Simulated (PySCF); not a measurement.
revPBE on Sc⁻ (scandium, charge -1), [Ar] 3d2 4s2, high-spin 3F determinant. Calculation: PySCF 2.14, in def2-QZVPPD; the non-relativistic Hamiltonian (point nucleus).

```
cycle= 1 E= -760.520956075017  delta_E= -0.0117  |g|= 0.0893  |ddm|=  1.5
cycle= 2 E= -760.487672235874  delta_E= 0.0333  |g|= 0.234  |ddm|=  1.1
cycle= 3 E= -760.527305448082  delta_E= -0.0396  |g|= 0.0103  |ddm|= 0.452
cycle= 4 E= -760.527322765656  delta_E= -1.73e-05  |g|= 0.0142  |ddm|= 0.0663
cycle= 5 E= -760.527497669946  delta_E= -0.000175  |g|= 0.00163  |ddm|= 0.0577
cycle= 6 E= -760.527500176403  delta_E= -2.51e-06  |g|= 0.00017  |ddm|= 0.0113
cycle= 7 E= -760.52750020539  delta_E= -2.9e-08  |g|= 5.84e-06  |ddm|= 0.000433
cycle= 8 E= -760.527500205449  delta_E= -5.93e-11  |g|= 1.47e-06  |ddm|= 4.42e-05
converged SCF energy = -760.527500205449  <S^2> = 2.0069497  2S+1 = 3.0046296
```

Highest occupied orbital energy: 2.396 eV; ⟨L²⟩ = 12.02; populations by l: s 8.00, p 12.00, d 2.00, f 0.00.

(1) Can this result be used?

Results:

(1) With care. The run converged. The configuration of this anion was assumed by filling the next shell in order. It is not the known or likely ground configuration (Ca⁻, Sr⁻ and Ba⁻, for instance, bind a p electron), so these values are not the electron affinity of the element. At revPBE the highest occupied level has a positive energy, so only the finite basis holds that electron.
